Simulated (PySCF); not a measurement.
Compound: C7H8N (doublet state).
SMILES with atom numbers: `[N:1]#[C:2][C@@H:3]1[CH:4][CH:5]=[CH:6][CH2:7][CH2:8]1` (hydrogens: H9 on C3; H10 on C4; H11 on C5; H12 on C6; H13, H14 on C7; H15, H16 on C8)

Cartesian coordinates in Å at the GFN2-xTB level; atoms count from 1:
```
atom  x, y, z in Å
N1     1.4439   -1.7456    1.9736
C2     1.1036   -1.4313    0.9279
C3     0.6796   -0.9913   -0.3866
C4     1.3337    0.3340   -0.6382
C5     0.6811    1.5033   -0.3207
C6    -0.5815    1.5210    0.2234
C7    -1.3208    0.2567    0.4916
C8    -0.8509   -0.8629   -0.4374
H9     1.0224   -1.7394   -1.1126
H10    2.3425    0.3387   -1.0166
H11    1.1871    2.4409   -0.5039
H12   -1.0477    2.4529    0.4993
H13   -2.3965    0.4127    0.3773
H14   -1.1495   -0.0447    1.5340
H15   -1.3167   -1.8101   -0.1579
H16   -1.1379   -0.6260   -1.4646
```

The hyperfine couplings belong to this conformer and change with its torsions.

Computed with UKS B3LYP, pcH-1 on C H N, non-relativistic, mean-field spin-orbit, GIAO (PySCF). The structure is a single GFN2-xTB conformer in the gas phase; no vibrational or solvent corrections. The geometry wasn't refined by DFT: couplings that depend on bond lengths, twists or pyramidal angles can differ widely from those at the functional's own minimum. The SCF solution wasn't tested for stability. ⟨S²⟩ is 0.775 where a pure state has 0.75.

Largest spin populations (Mulliken): C4 (+0.66), C6 (+0.65) and C5 (-0.26). The positive populations add up to 1.41 and the negative ones to -0.41, together 2S = 1. The angles at C4 add up to 359.9°, so it is planar; its axial dipolar tensor and the negative coupling of its proton fit spin in a p orbital normal to that plane.

(1) Test a(H) = Q·ρ(C) for the protons on planar carbons with a spin population beyond ±0.08.

(2) Leave H11 and its like out of the fit. How well does the relation then predict its coupling?

(3) List the C–H protons on four-coordinate carbons next to a three-coordinate spin centre, with their couplings and θ (C–H bond against the normal to the plane of the centre's neighbours, projected along the bond that joins the two).

Results:

(1) 
```
  H   C    ρ(C)  a(H) (G)  a/ρ (G)
H10  C4  +0.660    -15.24    -23.1
H11  C5  -0.255     +4.04    -15.8
H12  C6  +0.650    -14.77    -22.7
```

A least-squares line through the origin gives Q = -22.4 G with Mulliken populations. Where ρ is negative the coupling is positive.

(2) The other protons give Q = -22.9 G, so a = -22.9 × -0.255 ≈ 5.85 G, against the computed 4.04 G.

(3) 
| β H | on | centre | θ (°) | cos²θ | a (G) |
| --- | --- | --- | --- | --- | --- |
| H9 | C3 | C4 | 59 | 0.27 | +6.99 |
| H13 | C7 | C6 | 57 | 0.29 | +8.37 |
| H14 | C7 | C6 | 5 | 0.99 | +30.48 |

Fitting the Heller–McConnell form a = ρ(B0 + B2 cos²θ), with Mulliken ρ = 0.66 and 0.65, gives B0 = -2.1 G and B2 = 49.5 G; with only two distinct angles the two parameters are fixed exactly. By this fit the coupling would be 30.9 G at θ = 0° and -1.4 G at 90°.

Couplings in gauss use g_iso = 2.0026.
